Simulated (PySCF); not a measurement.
Cartesian coordinates (Å):
SMILES: [Al]([CH3])[CH3]
```xyz
9

C     -1.6821    -0.0955     0.0439
Al     0.0128    -0.9045    -0.5520
C      1.6830     0.0303    -0.0842
H     -1.6537     0.0673     1.1277
H     -2.5674    -0.6885    -0.1899
H     -1.7991     0.8889    -0.4251
H      2.5824    -0.4257    -0.5003
H      1.6342     1.0704    -0.4271
H      1.7900     0.0573     1.0070
```
Charge 0, spin multiplicity 2.

### Question
What total energy, dipole moment and highest occupied spin orbital does PBE-D3(BJ)/def2-TZVP // PBE0-D4/def2-TZVP run with PySCF give?

### Answer

The total energy is -8762.10 eV and the dipole moment is 0.49 D. The highest occupied spin orbital comes out as -3.99 eV.
